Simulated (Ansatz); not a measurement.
Problem. Predict a relaxed structure of the cluster Pd3Au, charge 0, doublet, at B3LYP-D4/def2-SVP (Ansatz).

Solution. 
```tsv
atom	x (Å)	y (Å)	z (Å)
Pd1	0.841	1.324	0.433
Pd2	-0.388	0.131	-1.574
Pd3	-1.376	-0.039	0.866
Au4	0.924	-1.416	0.275
```
Point group C3v (tolerance 0.1 Å). This is one stationary point.

In the def2 sets Au, Pd take a core potential; there is no spin–orbit coupling. The structure comes from a short search, and lower isomers may exist.
